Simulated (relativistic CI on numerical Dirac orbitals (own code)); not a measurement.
Results of a calculation; reference values are marked as such.
## Quantum defects of the np series of Ge³⁺

Problem. The np 2P° levels with J = 3/2 of Ge³⁺ lie at 4p: 84102.3, 5p: 227393.9, 6p: 283461.4 cm⁻¹ (Sugar and Musgrove, J. Phys. Chem. Ref. Data 22, 1213 (1993)), and the ionisation limit at 368720.4 cm⁻¹ (NIST ASD). Find the quantum defects and predict 7p.

Working.
1. The outer electron sees the charge z = 4; R = 109736.50 cm⁻¹ for this mass. The binding energy T = limit − E defines n* = z√(R/T).
2. Values: 4p: T = 284618.1, n* = 2.4837, δ = n − n* = 1.5163; 5p: T = 141326.5, n* = 3.5247, δ = n − n* = 1.4753; 6p: T = 85259.0, n* = 4.5380, δ = n − n* = 1.4620.
3. With δ held at 1.4620: E(7p) = limit − Rz²/(7 − δ)² = 311472.0 cm⁻¹.
4. The Ritz form δ = δ₀ + a/n*² through the last two members has a = 0.4164 and δ₀ = 1.4418, so with n* ≈ 7 − 1.4620, δ(7) = 1.4553 and E = 311609.1 cm⁻¹.

Check. The measured level is 311482.0 cm⁻¹ (δ = 1.4615), so the two predictions miss by -10.0 and 127.1 cm⁻¹. The defect is large because this electron penetrates the core.
